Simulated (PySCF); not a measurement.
Match the calculated data to a structure.

All candidates are C6H11N3.

* Triplet: lowest triplet excitation (Tamm–Dancoff): 4.58 eV [TDA PBE0/def2-SVPD]
* Valence photoelectron: vertical ionisation energy: 8.69 eV [ΔSCF PBE0/def2-SVPD]
* 13C NMR: chemical shifts (computed TMS as zero) by class: 148.4 (1 C), 141.8 (1 C), 41.1 (1 C), 23.1 (1 C), 16.5 (1 C), 11.8 (1 C) ppm [GIAO PBE/pcSseg-1]
* Rotational structure: rotational constants A, B, C: 2.649, 1.271, 0.930 GHz [PBE0-D3(BJ)/def2-SVP]
* Dipole: 0.20 D [PBE0/def2-SVPD]
* 1H NMR: chemical shifts (computed TMS as zero) by class: 3.81 (3 H), 2.58 (2 H), 2.25 (3 H), 1.08 (3 H) ppm [GIAO PBE/pcSseg-1]

The electronic properties come from PySCF, for the isolated species, density fitting. Levels stand in brackets. Isolated species at its PBE0-D3(BJ)/def2-SVP geometry (one conformer only). NMR classes are plain means over equivalent atoms (diastereotopic ones count apart unless rotation or inversion swaps them), as if these changed places fast.

Question: Which candidate is it?
A. `CC(C)c1cnn(C)n1`
B. `Cc1n[nH]c(C(C)C)n1`
C. `CCc1nn(C)nc1C`
D. `CC(C)(C)c1cn[nH]n1`

Answer: C. It is `CCc1nn(C)nc1C`. Numbering: `[CH3:1][CH2:2][c:3]1[n:4][n:5]([CH3:6])[n:7][c:8]1[CH3:9]`. Its formula, C6H11N3, gives 3 degrees of unsaturation: 1 ring and 2 π bonds in the structure found (Kekulé form). 6 carbons fall into 6 classes; from least to most shielded: substituted aromatic carbon [C3] (148.4 ppm), substituted aromatic carbon [C8] (141.8 ppm), N-methyl carbon [C6] (41.1 ppm), benzylic-type carbon [C2] (23.1 ppm), methyl carbon [C1] (16.5 ppm), benzylic-type carbon [C9] (11.8 ppm). Hydrogen classes from least to most shielded: 3 H on an N-methyl carbon, C6 (3.81 ppm), 2 H on a benzylic-type carbon, C2 (2.58 ppm), 3 H on a benzylic-type carbon, C9 (2.25 ppm), 3 H on a methyl carbon, C1 (1.08 ppm). The first electron is taken from the HOMO, whose largest Löwdin shares are 0.24 on the pyrrole-type nitrogen, 0.21 on each of 2 atoms of one kind (substituted aromatic carbon) and 0.05 on a benzylic-type carbon. The optimised geometry has point group C1 and is an asymmetric top.

The others, at the same levels:
- `CC(C)(C)c1cn[nH]n1` fails: its computed vertical ionisation energy is 9.51 eV (against 8.69 eV), lowest triplet excitation (Tamm–Dancoff) is 4.83 eV (against 4.58 eV) and rotational constant A is 3.151 GHz (against 2.649 GHz).
- `CC(C)c1cnn(C)n1` fails: its computed vertical ionisation energy is 9.04 eV (against 8.69 eV) and rotational constant A is 3.942 GHz (against 2.649 GHz).
- `Cc1n[nH]c(C(C)C)n1` fails: its computed vertical ionisation energy is 9.09 eV (against 8.69 eV), lowest triplet excitation (Tamm–Dancoff) is 4.80 eV (against 4.58 eV) and rotational constant A is 3.840 GHz (against 2.649 GHz).

Each candidate is one conformer, not necessarily the lowest. Dipoles, sizes and rotational constants follow the conformer. The torsions of the flexible species, by atom-mapped SMILES:
- `[CH3:1][CH2:2][c:3]1[n:4][n:5]([CH3:6])[n:7][c:8]1[CH3:9]`: C1–C2–C3–N4 -96°
- `[CH3:1][C:2]([CH3:3])([CH3:4])[c:5]1[cH:6][n:7][nH:8][n:9]1`: C1–C2–C5–C6 127°
- `[CH3:1][CH:2]([CH3:3])[c:4]1[cH:5][n:6][n:7]([CH3:8])[n:9]1`: C1–C2–C4–C5 61°
- `[CH3:1][c:2]1[n:3][nH:4][c:5]([CH:6]([CH3:7])[CH3:8])[n:9]1`: N4–C5–C6–C7 -125°
